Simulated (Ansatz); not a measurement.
Calculated with Ansatz (gas phase, PBE0-D4/def2-TZVP geometries, no zero-point term in ΔE). CBS: MP2 limit from def2 TZ/QZ plus the TZ coupled-cluster correction, frozen cores. DFT in def2-TZVPP. HSE06 is defined as in plane-wave codes. For Ge outer-core shells are correlated without core-valence functions, which leaves a few kJ/mol of doubt a bond. Scalar relativity is left out up to krypton. One conformer a species, not always the lowest.

`BO[C](=O)[GeH3]` + `NB(O)Cl` → `BOB(N)Cl` + `O=[C](O)[GeH3]`  (ligand exchange at a B–O bond)

```
     level  ΔE (kJ/mol)
   PBE0-D4        -15.5
r2SCAN0-D4        -15.1
  HSE06-D4        -15.6
      BLYP        -14.6
```

(1) What does CCSD(T)/CBS give? (An estimate is asked.)

(2) What do rigid-rotor, harmonic-oscillator terms from PBE0-D4/def2-TZVP frequencies (298.15 K, 1 bar) make of the CCSD(T)/CBS value? (An estimate is asked.)

Largest T1 diagnostic among the species: 0.015.

Results:

(1) Ansatz gave: -11.8 kJ/mol. The listed levels differ from it by -3.7, -3.3, -3.8, -2.8 kJ/mol.

(2) The calculation gave: ΔZPE = +0.8 kJ/mol, ΔH = -10.7 kJ/mol, ΔS = 21 J/(mol·K), ΔG = -16.9 kJ/mol. Modes under 50 cm⁻¹ make the entropy rough.

Leaving LDA and LC-ωPBE aside and taking each functional with its dispersion term where it has one, the values, not all of them listed here, spread over 4.0 kJ/mol, from B97M-V to B2PLYP.
